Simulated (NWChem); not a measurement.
# C2H7FOSi; SMILES OC[SiH2]CF

```xyz
12

O      0.9836    -2.0524     0.2926
C     -0.2435    -1.7302    -0.3693
Si    -0.8090     0.0332     0.1160
C      0.5980     1.2444    -0.3350
F      0.3376     2.5171     0.1719
H      0.7908    -2.0951     1.2476
H     -0.0354    -1.7667    -1.4606
H     -1.0462    -2.4877    -0.1927
H     -2.0968     0.4427    -0.5479
H     -0.9935     0.0668     1.6112
H      0.7295     1.3076    -1.4404
H      1.5562     0.8595     0.0831
```
Atoms are numbered in this order, from 1.

All runs: NWChem. Pople sets run with spherical d functions. Coordinates come from a PBE-D3(BJ)/def2-SVP optimisation. Not confirmed as a minimum by frequencies. Atomic charges in e: unrestrained fits to the electrostatic potential beside Mulliken populations; buried atoms are poorly determined by the fit.

For level Hartree-Fock/6-31G*:

Mulliken O1: -0.77
Mulliken C2: -0.27
ESP Si3: 0.37
Mulliken Si3: 0.78
Mulliken C4: -0.14
Mulliken F5: -0.45

Estimate the same quantities for level B3LYP/def2-SVP.


- Mulliken O1 = -0.32
- Mulliken C2 = -0.03
- ESP Si3 = 0.22
- Mulliken Si3 = 0.39
- Mulliken C4 = 0.09
- Mulliken F5 = -0.28
